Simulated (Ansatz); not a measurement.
Reaction (isomerisation): `[AlH2]/[N]=C\[SiH3]` → `[AlH2][N]1C[SiH2]1`

Calculated with Ansatz (gas phase, PBE0-D4/def2-TZVP geometries, no zero-point term in ΔE). CCSD(T)/CBS adds triple-zeta CCSD(T) − MP2 to the extrapolated MP2 energy (def2 sets, frozen cores). Functionals use def2-TZVPP. B3LYP here is the variant with VWN-RPA as its local correlation; programs differ in this. HSE06 is defined as in plane-wave codes.

```json
{"level": "LDA (SPW92)", "ΔE (kJ/mol)": "-46.1", "difference from CCSD(T)/CBS": "-15.3"}
{"level": "revPBE-D4", "ΔE (kJ/mol)": "-22.8", "difference from CCSD(T)/CBS": "8.0"}
{"level": "BLYP-D4", "ΔE (kJ/mol)": "-5.5", "difference from CCSD(T)/CBS": "25.3"}
{"level": "r2SCAN-D4", "ΔE (kJ/mol)": "-32.0", "difference from CCSD(T)/CBS": "-1.2"}
{"level": "B97M-V", "ΔE (kJ/mol)": "-30.6", "difference from CCSD(T)/CBS": "0.2"}
{"level": "PBE0-D4", "ΔE (kJ/mol)": "-36.4", "difference from CCSD(T)/CBS": "-5.6"}
{"level": "B3LYP-D4", "ΔE (kJ/mol)": "-15.5", "difference from CCSD(T)/CBS": "15.3"}
{"level": "r2SCANh-D4", "ΔE (kJ/mol)": "-35.1", "difference from CCSD(T)/CBS": "-4.3"}
{"level": "r2SCAN0-D4", "ΔE (kJ/mol)": "-39.4", "difference from CCSD(T)/CBS": "-8.6"}
{"level": "HSE06-D4", "ΔE (kJ/mol)": "-36.4", "difference from CCSD(T)/CBS": "-5.6"}
{"level": "BHLYP-D4", "ΔE (kJ/mol)": "-22.6", "difference from CCSD(T)/CBS": "8.2"}
{"level": "CAM-B3LYP-D4", "ΔE (kJ/mol)": "-23.5", "difference from CCSD(T)/CBS": "7.3"}
{"level": "ωB97X-V", "ΔE (kJ/mol)": "-33.1", "difference from CCSD(T)/CBS": "-2.3"}
{"level": "ωB97M-V", "ΔE (kJ/mol)": "-32.3", "difference from CCSD(T)/CBS": "-1.5"}
{"level": "B2PLYP", "ΔE (kJ/mol)": "-22.2", "difference from CCSD(T)/CBS": "8.6"}
{"level": "PBE-QIDH", "ΔE (kJ/mol)": "-43.9", "difference from CCSD(T)/CBS": "-13.1"}
{"level": "revPBE", "ΔE (kJ/mol)": "-18.7", "difference from CCSD(T)/CBS": "12.1"}
{"level": "BLYP", "ΔE (kJ/mol)": "-2.4", "difference from CCSD(T)/CBS": "28.4"}
{"level": "r2SCAN", "ΔE (kJ/mol)": "-31.9", "difference from CCSD(T)/CBS": "-1.1"}
{"level": "B3LYP", "ΔE (kJ/mol)": "-13.2", "difference from CCSD(T)/CBS": "17.6"}
{"level": "r2SCAN0", "ΔE (kJ/mol)": "-39.2", "difference from CCSD(T)/CBS": "-8.4"}
{"level": "HSE06", "ΔE (kJ/mol)": "-35.4", "difference from CCSD(T)/CBS": "-4.6"}
{"level": "BHLYP", "ΔE (kJ/mol)": "-20.4", "difference from CCSD(T)/CBS": "10.4"}
{"level": "CAM-B3LYP", "ΔE (kJ/mol)": "-22.5", "difference from CCSD(T)/CBS": "8.3"}
{"level": "LC-ωPBE", "ΔE (kJ/mol)": "-45.4", "difference from CCSD(T)/CBS": "-14.6"}
{"level": "RPA@PBE/def2-TZVPP", "ΔE (kJ/mol)": "-22.5", "difference from CCSD(T)/CBS": "8.3"}
{"level": "HF/def2-SVP", "ΔE (kJ/mol)": "2.9", "difference from CCSD(T)/CBS": "33.7"}
{"level": "CCSD/def2-SVP", "ΔE (kJ/mol)": "-9.2", "difference from CCSD(T)/CBS": "21.6"}
{"level": "CCSD(T)/def2-SVP", "ΔE (kJ/mol)": "-7.2", "difference from CCSD(T)/CBS": "23.6"}
{"level": "HF/def2-TZVPP", "ΔE (kJ/mol)": "-5.7", "difference from CCSD(T)/CBS": "25.1"}
{"level": "MP2/def2-TZVPP", "ΔE (kJ/mol)": "-42.2", "difference from CCSD(T)/CBS": "-11.4"}
{"level": "SCS-MP2/def2-TZVPP", "ΔE (kJ/mol)": "-30.6", "difference from CCSD(T)/CBS": "0.2"}
{"level": "CCSD/def2-TZVPP", "ΔE (kJ/mol)": "-26.7", "difference from CCSD(T)/CBS": "4.1"}
{"level": "CCSD(T)/def2-TZVPP", "ΔE (kJ/mol)": "-26.7", "difference from CCSD(T)/CBS": "4.1"}
{"level": "HF/def2-QZVPP", "ΔE (kJ/mol)": "-7.4", "difference from CCSD(T)/CBS": "23.4"}
{"level": "MP2/def2-QZVPP", "ΔE (kJ/mol)": "-45.1", "difference from CCSD(T)/CBS": "-14.3"}
{"level": "SCS-MP2/def2-QZVPP", "ΔE (kJ/mol)": "-33.3", "difference from CCSD(T)/CBS": "-2.5"}
{"level": "HF/CBS(def2)", "ΔE (kJ/mol)": "-7.6", "difference from CCSD(T)/CBS": "23.2"}
{"level": "MP2/CBS(def2)", "ΔE (kJ/mol)": "-46.2", "difference from CCSD(T)/CBS": "-15.4"}
{"level": "CCSD/CBS(def2)", "ΔE (kJ/mol)": "-30.8", "difference from CCSD(T)/CBS": "0.0"}
{"level": "CCSD(T)/CBS", "ΔE (kJ/mol)": "-30.8", "difference from CCSD(T)/CBS": "0"}
```

Largest T1 diagnostic among the species: 0.015.

From r2SCAN to r2SCAN0 (25 % exact exchange), in def2-TZVPP and without D4, ΔE moves by −7.3 kJ/mol. At CCSD(T), def2-SVP lies +23.6 kJ/mol from the extrapolated value and def2-TZVPP +4.1 kJ/mol.
